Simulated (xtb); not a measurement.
ClSe (SMILES Cl[Se]), doublet, from a rough starting geometry (the spin is typed, not shown lowest); GFN2-xTB in xtb.

xtb was given this input:
```
$ xtb mol.xyz --gfn 2 --uhf 1 --opt vtight --json

# file mol.xyz
2

Se    -0.60736653    -0.57888519    -0.58532602
Cl     0.55848537     0.61316756     0.61174627
```

What the program printed (banner, timings and long lists left out):

```
   ID    Z sym.   atoms
    1   34 Se     1
    2   17 Cl     2

           -------------------------------------------------
          |                Calculation Setup                |
           -------------------------------------------------

           -------------------------------------------------
          |                 G F N 2 - x T B                 |
           -------------------------------------------------

          ...................................................
          :                      SETUP                      :
          :.................................................:
          :  # basis functions                  20          :
          :  # atomic orbitals                  18          :
          :  # shells                            6          :
          :  # electrons                        13          :
          :  max. iterations                   250          :
          :  Hamiltonian                  GFN2-xTB          :
          :  restarted?                      false          :
          :  GBSA solvation                  false          :
          :  PC potential                    false          :
          :  electronic temp.          300.0000000     K    :
          :  accuracy                    1.0000000          :
          :  -> integral cutoff          0.2500000E+02      :
          :  -> integral neglect         0.1000000E-07      :
          :  -> SCF convergence          0.1000000E-05 Eh   :
          :  -> wf. convergence          0.1000000E-03 e    :
          :  Broyden damping             0.4000000          :
          :  net charge                          0          :
          :  unpaired electrons                  1          :
          ...................................................

 iter      E             dE          RMSdq      gap      omega  full diag
   1     -7.7260191 -0.772602E+01  0.365E+00    3.72       0.0  T
   2     -7.7270429 -0.102383E-02  0.240E+00    3.63       1.0  T
   3     -7.7270627 -0.198233E-04  0.603E-01    3.62       1.0  T
   4     -7.7270669 -0.418530E-05  0.180E-01    3.61       1.0  T
   5     -7.7270683 -0.142071E-05  0.440E-02    3.61       1.6  T
   6     -7.7270692 -0.910262E-06  0.281E-02    3.61       2.5  T
   7     -7.7270701 -0.860043E-06  0.119E-02    3.61       5.9  T
   8     -7.7270703 -0.203149E-06  0.261E-03    3.61      27.1  T
   9     -7.7270703 -0.321209E-08  0.718E-04    3.61      98.4  T
[...]
         :: total energy              -7.724136747538 Eh    ::
 * total energy  :    -7.7241367 Eh     change       -0.1838529E-12 Eh
 * total energy  :    -7.7251078 Eh     change       -0.9710091E-03 Eh
 * total energy  :    -7.7251179 Eh     change       -0.1016961E-04 Eh
 * total energy  :    -7.7251180 Eh     change       -0.9225222E-07 Eh
   *** GEOMETRY OPTIMIZATION CONVERGED AFTER 4 ITERATIONS ***
         :: total energy              -7.725118018530 Eh    ::
[...]
        12                         -0.0134741              -0.3667
        13                         -0.0128868              -0.3507
        14                         -0.0128868              -0.3507
        15                          0.0117740               0.3204
        16                          0.0563940               1.5346
        17                          0.0563940               1.5346
        18                          0.5690544              15.4848
      -------------------------------------------------------------
                  HL-Gap            0.1206304 Eh            3.2825 eV
             Fermi-level           -0.3610772 Eh           -9.8254 eV

     #   Z          covCN         q      C6AA      α(0)
     1  34 Se       0.889     0.012   226.257    26.362
     2  17 Cl       0.889    -0.012    99.519    15.262

 Mol. C6AA /au·bohr⁶  :        623.630282
 Mol. C8AA /au·bohr⁸  :      36479.857019
 Mol. α(0) /au        :         41.623346

Wiberg/Mayer (AO) data.
largest (>0.10) Wiberg bond orders for each atom

 ---------------------------------------------------------------------------
     #   Z sym  total        # sym  WBO       # sym  WBO       # sym  WBO
 ---------------------------------------------------------------------------
     1  34 Se   1.328 --     2 Cl   1.328
     2  17 Cl   1.328 --     1 Se   1.328
 ---------------------------------------------------------------------------

Topologies differ in total number of bonds
Writing topology from bond orders to xtbtopo.mol

molecular dipole:
                 x           y           z       tot (Debye)
 q only:       -0.026      -0.027      -0.027
   full:        0.120       0.122       0.123       0.536
molecular quadrupole (traceless):
                xx          xy          yy          xz          yz          zz
 q only:        0.004       0.001      -0.002       0.001      -0.002      -0.002
  q+dip:       -0.012      -0.191       0.008      -0.193      -0.182       0.004
   full:       -0.022       0.125       0.012       0.124       0.142       0.010

optimized geometry written to: xtbopt.xyz

           -------------------------------------------------
          | TOTAL ENERGY               -7.725118018530 Eh   |
          | GRADIENT NORM               0.000142332159 Eh/α |
          | HOMO-LUMO GAP               3.282520615648 eV   |
           -------------------------------------------------

normal termination of xtb
```
